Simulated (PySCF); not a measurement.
**Energy of Ti (titanium, neutral) between two integer charges**

The 4s beta orbital of [Ar] 3d2 4s2 is emptied in steps (occupation f), with all orbitals relaxed, ending at [Ar] 3d2 4s1. Calculation: PySCF 2.14, in jorge-DZP-DKH; scalar relativity by spin-free X2C-1e. The exact energy is a straight line in f; departures are measured from the line between the end points of the same method.

| f | CAM-B3LYP (eV) |
| --- | --- |
| 1 | 0.000 |
| 0.8 | -0.179 |
| 0.6 | -0.275 |
| 0.4 | -0.283 |
| 0.2 | -0.196 |
| 0 | 0.000 |

```
   method  E(f=0) − E(f=1) (eV)  −ε at f=1 (eV)  −ε at f=0.4 (eV)
CAM-B3LYP                 6.762           5.661             6.953
```

Orbital energy along the path (eV):

```
  f  CAM-B3LYP
  1     -5.661
0.8     -6.071
0.6     -6.499
0.4     -6.953
0.2     -7.453
  0     -8.036
```

Reference removal energy between the ground levels: 6.828 eV (measured; NIST Atomic Spectra Database, ionization energies). The calculation has no spin-orbit coupling.
